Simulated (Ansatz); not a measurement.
All numbers were calculated with Ansatz.

`Cc1cccc(C(=O)O)c1` at its PBE0-D4/def2-TZVP geometry, where that method's forces vanish. Total charge 0; spin multiplicity 1.

```
atom    x (Å)    y (Å)    z (Å)
  C1  -1.2727  -2.2479   0.6880
  C2  -0.8032  -0.8406   0.4789
  C3  -1.5300   0.2382   0.9750
  C4  -1.1153   1.5447   0.7606
  C5   0.0403   1.7969   0.0448
  C6   0.7803   0.7305  -0.4543
  C7   2.0147   1.0382  -1.2100
  O8   2.4284   2.1476  -1.4283
  O9   2.6567  -0.0607  -1.6475
 C10   0.3587  -0.5768  -0.2356
 H11  -1.8318  -2.3464   1.6201
 H12  -0.4346  -2.9461   0.7164
 H13  -1.9339  -2.5627  -0.1252
 H14  -2.4362   0.0503   1.5421
 H15  -1.6970   2.3679   1.1587
 H16   0.3896   2.8058  -0.1354
 H17   3.4372   0.2575  -2.1208
 H18   0.9487  -1.3965  -0.6276
```

Q: For each bond, give half the difference of the two atoms' forces along it (eV/Å; positive pushes the atoms apart) under PBE-D4, r2SCAN-D4, B3LYP-D4, ωB97M-V in def2-TZVPP. (Best estimate.)

A: The calculation gave: 
| bond | length (Å) | PBE-D4 | r2SCAN-D4 | B3LYP-D4 | ωB97M-V |
| --- | --- | --- | --- | --- | --- |
| C1–C2 | 1.498 | -0.14 | 0.01 | 0.12 | 0.24 |
| C1–H11 | 1.091 | 0.11 | -0.04 | -0.06 | -0.08 |
| C1–H13 | 1.094 | 0.12 | -0.01 | -0.06 | -0.11 |
| C2–C3 | 1.392 | 0.14 | 0.09 | 0.05 | -0.05 |
| C2–C10 | 1.389 | 0.09 | 0.06 | 0.03 | 0.01 |
| C3–C4 | 1.387 | 0.10 | 0.09 | 0.11 | 0.05 |
| C4–C5 | 1.382 | 0.08 | 0.07 | 0.09 | 0.10 |
| C4–H15 | 1.084 | 0.01 | -0.08 | -0.14 | -0.10 |
| C5–H16 | 1.083 | 0.01 | -0.10 | -0.15 | -0.09 |
| C6–C7 | 1.480 | -0.45 | -0.25 | -0.17 | 0.18 |
| C6–C10 | 1.391 | 0.10 | 0.09 | 0.08 | -0.05 |
| C7–O8 | 1.204 | 0.94 | 0.34 | 0.21 | -0.05 |
| C7–O9 | 1.346 | 0.39 | 0.31 | 0.28 | 0.14 |
| C10–H18 | 1.083 | 0.02 | -0.10 | -0.15 | -0.08 |

B3LYP here is the variant with VWN-RPA as its local correlation; programs differ in this.
